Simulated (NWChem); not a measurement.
All runs are NWChem calculations. System: O$_{2}$Zr, charge 0, spin multiplicity 1, at a geometry optimised with B3LYP/def2-SVP with def2 effective core potentials on Zr. The structure started from a generated list of species. Level: TD-PBE/def2-SVPD with def2 effective core potentials on Zr.

NWChem printed:

```
             Northwest Computational Chemistry Package (NWChem) 7.3.0
             --------------------------------------------------------

                                NWChem Input Module
                                -------------------

 Scaling coordinates for geometry "geometry" by  1.889725989
 (inverse scale =  0.529177249)

 Turning off AUTOSYM since
 SYMMETRY directive was detected!

                             Geometry "geometry" -> ""
                             -------------------------

 Output coordinates in angstroms (scale by  1.889725989 to convert to a.u.)

  No.       Tag          Charge          X              Y              Z
 ---- ---------------- ---------- -------------- -------------- --------------
    1 Zr                  40.0000     0.00000000     0.00000000     0.29672600
    2 O                    8.0000    -1.43930600     0.00000000    -0.74181600
    3 O                    8.0000     1.43930600     0.00000000    -0.74181600

 Effective nuclear repulsion energy (a.u.)     202.5808433647

            Nuclear Dipole moment (a.u.)
            ----------------------------
        X                 Y               Z
 ---------------- ---------------- ----------------
     0.0000000000     0.0000000000    -0.0000302356

      Symmetry information
      --------------------

 Group name             C2v
 Group number             16
 Group order               4
 No. of unique centers     2

      Symmetry unique atoms

     1    2


 Summary of "ao basis" -> "" (spherical)
 ------------------------------------------------------------------------------
       Tag                 Description            Shells   Functions and Types
 ---------------- ------------------------------  ------  ---------------------
 *                         def2-svpd                  on all atoms

 Summary of "ao basis" -> "ao basis" (spherical)
 ------------------------------------------------------------------------------
       Tag                 Description            Shells   Functions and Types
 ---------------- ------------------------------  ------  ---------------------
 Zr                        def2-svpd                12       34   5s4p2d1f
 O                         def2-svpd                 9       23   4s3p2d

 Summary of "ao basis" -> "ao basis" (spherical)
 ------------------------------------------------------------------------------
       Tag                 Description            Shells   Functions and Types
 ---------------- ------------------------------  ------  ---------------------
 Zr                        def2-svpd                12       34   5s4p2d1f
 O                         def2-svpd                 9       23   4s3p2d

      Symmetry analysis of basis
      --------------------------

        a1         31
        a2         10
        b1         24
        b2         15

            General Information
            -------------------
          SCF calculation type: DFT
          Wavefunction type:  closed shell.
          No. of atoms     :     3
          No. of electrons :    28
           Alpha electrons :    14
            Beta electrons :    14
          Charge           :     0
          Spin multiplicity:     1
          Use of symmetry is: off; symmetry adaption is: on
          Maximum number of iterations: 100
          AO basis - number of functions:    80
                     number of shells:    30
          Convergence on energy requested:  1.00D-06
          Convergence on density requested:  1.00D-05
          Convergence on gradient requested:  5.00D-04

              XC Information
              --------------
          PerdewBurkeErnzerhof Exchange Functional  1.000
            Perdew 1991 LDA Correlation Functional  1.000 local
           PerdewBurkeErnz. Correlation Functional  1.000 non-local

             Grid Information
             ----------------
          Grid used for XC integration:  medium
          Radial quadrature: Mura-Knowles
          Angular quadrature: Lebedev.
          Tag              B.-S. Rad. Rad. Pts. Rad. Cut. Ang. Pts.
          ---              ---------- --------- --------- ---------
          Zr                  1.55      123          10.0       590
[...]
    PerdewBurkeErnz. Correlation Functional   1.00 non-local

             TDDFT Information
             -----------------
          Calculation type : TDDFT
         Wavefunction type : Restricted singlets
          No. of electrons :      28
           Alpha electrons :      14
            Beta electrons :      14
              No. of roots :       5
          Max subspacesize :    5000
            Max iterations :     100
               Target root :       1
           Target symmetry : none
      Symmetry restriction : off
                 Algorithm : Optimal
        Davidson threshold :  0.10D-03

            Memory Information
            ------------------
          Available GA space size is         144172800 doubles
          Available MA space size is          50642468 doubles
          Length of a trial vector is          924
          Algorithm : Incore multiple tensor contraction
          Estimated peak GA usage is          18770840 doubles
          Estimated peak MA usage is             18000 doubles

    5 smallest eigenvalue differences (eV)
--------------------------------------------------------
  No. Spin  Occ  Vir  Irrep   E(Occ)    E(Vir)   E(Diff)
--------------------------------------------------------
    1    1   14   15 b1       -0.200    -0.134     1.798
    2    1   13   15 a1       -0.233    -0.134     2.705
    3    1   14   16 a2       -0.200    -0.087     3.074
    4    1   12   15 b2       -0.249    -0.134     3.121
    5    1   14   17 b1       -0.200    -0.080     3.263
--------------------------------------------------------

  Entering Davidson iterations
  Restricted singlet excited states

  Iter   NTrls   NConv    DeltaV     DeltaE      Time
  ----  ------  ------  ---------  ---------  ---------
    1      5       0     0.98E-01   0.10+100        1.5
    2     10       0     0.49E-01   0.25E-02        1.5
    3     20       0     0.14E-01   0.58E-03        2.2
    4     30       0     0.28E-02   0.62E-04        2.2
    5     40       1     0.79E-03   0.59E-05        2.2
    6     48       2     0.29E-03   0.50E-06        1.9
    7     54       5     0.89E-04   0.71E-07        1.6
  ----  ------  ------  ---------  ---------  ---------
  Convergence criterion met

  Ground state a1       -197.312426925692 a.u.

  ----------------------------------------------------------------------------
  Root   1 singlet b1             0.067112483 a.u.                1.8262 eV
  ----------------------------------------------------------------------------
     Transition Moments    X  0.25187   Y  0.00000   Z  0.00000
     Transition Moments   XX  0.00000  XY  0.00000  XZ  0.34218
     Transition Moments   YY -0.00000  YZ  0.00000  ZZ  0.00000
     Dipole Oscillator Strength                    0.0028384343
     Electric Quadrupole                           0.0000000002
     Magnetic Dipole                               0.0000000472
     Total Oscillator Strength                     0.0028384816

          sigma_e =   1.9842 Angstrom
          sigma_h =   1.6664 Angstrom
         |d_h->e| =   1.7506 Angstrom
            d_exc =   3.1248 Angstrom
            d_CD1 =   2.0683 Angstrom
            d_CD2 =  -0.0748 Angstrom
            d_CD3 =   4.8753 Angstrom
     Pearson C.C. =   0.0022

     Occ.   14  b1  ---  Virt.   15  a1   0.99932 X
  ----------------------------------------------------------------------------
  Root   2 singlet a1             0.101069268 a.u.                2.7502 eV
  ----------------------------------------------------------------------------
     Transition Moments    X  0.00000   Y  0.00000   Z  0.38233
     Transition Moments   XX -0.63885  XY  0.00000  XZ  0.00000
     Transition Moments   YY -0.43989  YZ  0.00000  ZZ  1.83499
     Dipole Oscillator Strength                    0.0098491212
     Electric Quadrupole                           0.0000000104
     Magnetic Dipole                               0.0000000000
     Total Oscillator Strength                     0.0098491316

          sigma_e =   2.0038 Angstrom
          sigma_h =   1.7174 Angstrom
         |d_h->e| =   1.5496 Angstrom
            d_exc =   3.0471 Angstrom
            d_CD1 =   1.8361 Angstrom
            d_CD2 =  -0.3110 Angstrom
            d_CD3 =   4.5966 Angstrom
     Pearson C.C. =   0.0118

     Occ.   13  a1  ---  Virt.   15  a1  -0.99916 X
  ----------------------------------------------------------------------------
  Root   3 singlet a2             0.113787275 a.u.                3.0963 eV
  ----------------------------------------------------------------------------
     Transition Moments    X  0.00000   Y  0.00000   Z -0.00000
     Transition Moments   XX -0.00000  XY -0.33913  XZ -0.00000
     Transition Moments   YY -0.00000  YZ -0.00000  ZZ  0.00000
     Dipole Oscillator Strength                    0.0000000000
     Electric Quadrupole                           0.0000000009
     Magnetic Dipole                               0.0000000233
     Total Oscillator Strength                     0.0000000242

          sigma_e =   1.8438 Angstrom
          sigma_h =   1.6663 Angstrom
         |d_h->e| =   1.4401 Angstrom
            d_exc =   2.8690 Angstrom
            d_CD1 =   1.6176 Angstrom
            d_CD2 =  -0.3149 Angstrom
            d_CD3 =   4.3091 Angstrom
     Pearson C.C. =   0.0031

     Occ.   14  b1  ---  Virt.   16  b2  -0.99951 X
  ----------------------------------------------------------------------------
  Root   4 singlet b2             0.115363361 a.u.                3.1392 eV
  ----------------------------------------------------------------------------
     Transition Moments    X  0.00000   Y -0.25534   Z -0.00000
     Transition Moments   XX  0.00000  XY -0.00000  XZ  0.00000
     Transition Moments   YY -0.00000  YZ  0.80713  ZZ -0.00000
     Dipole Oscillator Strength                    0.0050145032
     Electric Quadrupole                           0.0000000053
     Magnetic Dipole                               0.0000005396
     Total Oscillator Strength                     0.0050150481

          sigma_e =   1.9764 Angstrom
          sigma_h =   1.6108 Angstrom
         |d_h->e| =   1.6628 Angstrom
            d_exc =   3.0490 Angstrom
            d_CD1 =   2.0284 Angstrom
            d_CD2 =  -0.1308 Angstrom
            d_CD3 =   4.7118 Angstrom
     Pearson C.C. =  -0.0048

     Occ.   12  b2  ---  Virt.   15  a1   0.99948 X
  ----------------------------------------------------------------------------
  Root   5 singlet b1             0.121773224 a.u.                3.3136 eV
  ----------------------------------------------------------------------------
     Transition Moments    X  0.13168   Y  0.00000   Z  0.00000
     Transition Moments   XX  0.00000  XY -0.00000  XZ  0.19536
     Transition Moments   YY  0.00000  YZ  0.00000  ZZ  0.00000
     Dipole Oscillator Strength                    0.0014076472
     Electric Quadrupole                           0.0000000004
     Magnetic Dipole                               0.0000002721
     Total Oscillator Strength                     0.0014079196

          sigma_e =   1.9117 Angstrom
          sigma_h =   1.6652 Angstrom
         |d_h->e| =   1.4918 Angstrom
            d_exc =   2.9378 Angstrom
            d_CD1 =   1.7383 Angstrom
            d_CD2 =  -0.2967 Angstrom
            d_CD3 =   4.4295 Angstrom
     Pearson C.C. =   0.0035

     Occ.   14  b1  ---  Virt.   17  a1   0.99813 X

              Target root =      1
          Target symmetry = none
      Ground state energy =   -197.312426925692
        Excitation energy =      0.067112482861
     Excited state energy =   -197.245314442831

  stored tddft:energy   -197.24531444283073

 Task  times  cpu:       15.9s     wall:       15.9s

 Total times  cpu:       15.9s     wall:       15.9s
```

Task: Write an NWChem input that would produce this output.

Result: Several could match; the one computed here: 
```
start mol
memory heap 200 mb stack 900 mb global 1100 mb
geometry units angstroms nocenter noautoz
  Zr     0.000000     0.000000     0.296726
  O     -1.439306     0.000000    -0.741816
  O      1.439306     0.000000    -0.741816
  symmetry group C2v
end
basis spherical
  * library def2-svpd
end
ecp
  Zr library def2-ecp
end
dft
  xc xpbe96 cpbe96
  semidirect memsize 60000000 filesize 0
  iterations 100
end
tddft
  rpa
  nroots 5
  notriplet
  thresh 1e-4
end
task tddft energy
```
